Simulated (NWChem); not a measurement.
System meant: MgSiH4Se; SMILES [SiH3][Mg][SeH]

NWChem input:

```
start job
memory heap 200 mb stack 900 mb global 1100 mb
geometry units angstroms noautoz
  Mg    -0.231093    -0.267732    -0.008693
  Se    -0.054473     2.166933    -0.008760
  H      1.415756     2.052106     0.005616
  Si    -0.443162    -2.833711    -0.008778
  H     -1.198633    -3.348128    -1.200328
  H     -1.161115    -3.351651     1.204116
  H      0.894736    -3.515831    -0.030609
end
basis spherical
  * library def2-svp
end
dft
  xc pbe0
  iterations 4
  mulliken
end
task dft energy
```

End of the output:

```
    Atom       Charge   Shell Charges
 -----------   ------   -------------------------------------------------------
    1 Mg  12    12.08   2.00  1.95  0.62  0.25  5.83  0.56  0.44  0.42
    2 Se  34    33.94   2.00  2.00  1.96  1.02  0.59  5.99  5.80  2.05  2.49  7.83  2.03  0.18
    3 H    1     0.97   0.58  0.32  0.07
    4 Si  14    13.81   2.00  1.94  0.67  0.37  5.82  1.32  1.54  0.16
    5 H    1     1.07   0.63  0.41  0.02
    6 H    1     1.07   0.63  0.41  0.02
    7 H    1     1.07   0.63  0.42  0.02

 center of mass
 --------------
 x =  -0.02440050 y =   0.41096928 z =   0.00000898

 moments of inertia (a.u.)
 ------------------
        2139.132789602445          -0.000000000000          -0.000000000000
          -0.000000000000          28.531025339851          -0.000000000000
          -0.000000000000          -0.000000000000        2146.851647296417

     Multipole analysis of the density
     ---------------------------------

     L   x y z        total         alpha         beta         nuclear
     -   - - -        -----         -----         ----         -------
     0   0 0 0     -0.000000    -32.000000    -32.000000     64.000000

     1   1 0 0      0.185721      0.092860      0.092860     -0.000000
     1   0 1 0     -0.212936     -0.106468     -0.106468     -0.000000
     1   0 0 1      0.000006      0.000003      0.000003     -0.000000

     2   2 0 0    -31.108580    -24.498685    -24.498685     17.888789
     2   1 1 0      1.012852     -2.178629     -2.178629      5.370110
     2   1 0 1     -0.000266     -0.000154     -0.000154      0.000042
     2   0 2 0    -44.340803   -568.842831   -568.842831   1093.344859
     2   0 1 1     -0.000642     -0.000727     -0.000727      0.000812
     2   0 0 2    -34.398648    -22.361968    -22.361968     10.325288

 ------------------------------------------------------------------------
 dft energy failed                                                                                  0
 ------------------------------------------------------------------------
 ------------------------------------------------------------------------
  current input line :
    20: task dft energy
 ------------------------------------------------------------------------
 ------------------------------------------------------------------------
 This type of error is most commonly associated with calculations not reaching convergence criteria
 ------------------------------------------------------------------------
 For more information see the NWChem manual at https://nwchemgit.github.io

0:dft energy failed:Received an Error in Communication
```

Task: What is wrong, and how is it mended?

Result: Convergence was not reached. Cause: the SCF was allowed too few iterations. This input runs:
```
start job
memory heap 200 mb stack 900 mb global 1100 mb
geometry units angstroms noautoz
  Mg    -0.231093    -0.267732    -0.008693
  Se    -0.054473     2.166933    -0.008760
  H      1.415756     2.052106     0.005616
  Si    -0.443162    -2.833711    -0.008778
  H     -1.198633    -3.348128    -1.200328
  H     -1.161115    -3.351651     1.204116
  H      0.894736    -3.515831    -0.030609
end
basis spherical
  Mg library def2-svp
  Se library def2-svp
  H library def2-svp
  Si library def2-svp
end
dft
  xc pbe0
  iterations 150
  mulliken
end
task dft energy
```
It converges to -2892.59307 Ha (PBE0/def2-SVP).
